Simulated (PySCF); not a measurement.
Two species compared at the same levels of theory.

First species: C7H12N2O.
Z-matrix (Å and degrees, GFN2-xTB geometry), rows numbered from 1:
```
C 
C   1  1.5143
O   2  1.2111  1  123.88
N   2  1.3560  1  113.59  3  -179.25
C   4  1.4469  2  122.45  1  -177.33
C   5  1.5088  4  110.90  2  -129.39
N   6  1.2538  5  127.03  4  -143.90
C   7  1.4364  6  121.36  5    -0.28
C   8  1.5309  7  115.38  6   -11.73
C   9  1.5254  8  109.50  7    42.78
H   1  1.0881  2  109.86  3   113.75
H   1  1.0859  2  109.17  3    -5.77
H   1  1.0877  2  110.48  3  -126.16
H   4  1.0077  2  119.83  1    -2.91
H   5  1.0991  4  105.28  2   -11.78
H   6  1.0853  5  116.04  4    35.34
H   8  1.0961  7  106.09  6   110.99
H   8  1.0940  7  106.58  6  -135.34
H   9  1.0905  8  109.82  7   164.49
H   9  1.0918  8  109.54  7   -76.82
H  10  1.0910  5  110.16  4   -66.11
H  10  1.0940  5  109.31  4    52.79
```

Second species: C5H12OSSi2.
Numbering: `[CH3:1][Si:2]([CH3:3])([CH3:4])[O:5][C:6]([SiH3:7])=[C:8]=[S:9]` (hydrogens: H10, H11, H12 on C1; H13, H14, H15 on C3; H16, H17, H18 on C4; H19, H20, H21 on Si7)

Levels: PBE0/pcSseg-1 for HOMO energy, LUMO energy and HOMO–LUMO gap. Geometries: GFN2-xTB. Each species is one conformer at its optimised geometry, gas phase, non-relativistic unless stated. Electronic properties by PySCF.

Dipoles, sizes and rotational constants follow the conformer. The torsions of the flexible species, by atom-mapped SMILES:
- `[CH3:1][Si:2]([CH3:3])([CH3:4])[O:5][C:6]([SiH3:7])=[C:8]=[S:9]`: C1–Si2–O5–C6 177°, Si2–O5–C6–Si7 -179°

The conformers of `CC(=O)N[C@@H]1C=NCCC1` aren't listed.

Values for the first species:

| Property | Result |
| --- | --- |
| HOMO energy | -6.78 eV |
| LUMO energy | -0.18 eV |
| HOMO–LUMO gap | 6.60 eV |

Question: Estimate the same properties for the second species, and the change in each.

Answer: 
```tsv
property	first	second	second less first
HOMO energy	-6.78 eV	-6.02 eV	+0.76 eV
LUMO energy	-0.18 eV	-2.56 eV	-2.38 eV
HOMO–LUMO gap	6.60 eV	3.46 eV	-3.14 eV
```

